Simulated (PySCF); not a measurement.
Compound: C2H2F6NP.
InChI=1S/C2H2F6NP/c3-1(4,5)10(9)2(6,7)8/h9H2

A linear-response calculation (PySCF, def2-SVPD basis, gas phase, vertical, core orbitals frozen in the response) gave these numbers; the functional is withheld.

Orbital energies (eV): HOMO-3 -12.06, HOMO-2 -10.85, HOMO-1 -8.58, HOMO -8.49, LUMO -0.47, LUMO+1 0.08, LUMO+2 0.89.

```tsv
state	E (eV)	f	main configurations (H = HOMO, L = LUMO)
S1	6.54	0.0028	H→L (50%), H-1→L (49%)
S2	6.80	0.044	H-1→L (48%), H→L (46%)
S3	7.39	0.052	H-1→L+1 (55%), H→L+1 (40%)
S4	7.58	0.098	H→L+1 (50%), H-1→L+1 (38%)
S5	8.09	0.048	H→L+2 (47%), H-1→L+2 (33%)
S6	8.21	0.015	H-1→L+2 (48%), H→L+2 (38%)
```

Triplets (Tamm–Dancoff): T1 5.52 eV, H→L (65%), H-1→L (23%); T2 5.75 eV, H→L+1 (71%), H-1→L+1 (23%); T3 6.09 eV, H-1→L (72%), H→L (25%); T4 6.65 eV, H-1→L+1 (73%), H→L+1 (24%).

Vertical ionisation energy by ΔSCF with the same functional: 10.59 eV. Mean static polarisability: 62.8 au.

Question: Which of these was used?
A. PBE0
B. HF
C. wB97X-D
D. PBE

Answer: A. PBE0 is a global hybrid with 25% exact exchange. In this run −ε(HOMO) = 8.49 eV differs from the ΔSCF value by -2.10 eV, and S1 differs from the orbital gap of 8.02 eV by -1.48 eV. The ratio −ε(HOMO)/IP is 0.80. Usual ranges for neutral molecules in this basis: 0.7 to 0.83 with PBE0, 0.5 to 0.7 with PBE, 0.89 to 0.99 with wB97X-D; with Hartree–Fock the ratio is 1 or more (Koopmans' value less the relaxation energy is the ΔSCF value). The other options: PBE, a GGA without exact exchange; HF, time-dependent Hartree–Fock, 100% exact exchange; wB97X-D, range-separated, 22% exact exchange at short range and 100% at long range (ω = 0.2 bohr⁻¹).

Method: TDDFT PBE0/def2-SVPD, vertical, gas phase, core orbitals frozen in the response (PySCF 2.14.0, density-fitted response routines). Isolated species at its PBE0-D3(BJ)/def2-SVP geometry (one conformer only).

Hardware: Arm Neoverse V1, one thread, on a shared host. Cost: 2.9 min, 1.2 GiB resident at most.

Conformer computed: `[NH2:1][P:2]([C:3]([F:4])([F:5])[F:6])[C:7]([F:8])([F:9])[F:10]`: N1–P2–C3–F4 -41°, N1–P2–C7–F8 43°, H–N1–P2–C3 56°, H–N1–P2–C3 -145°.
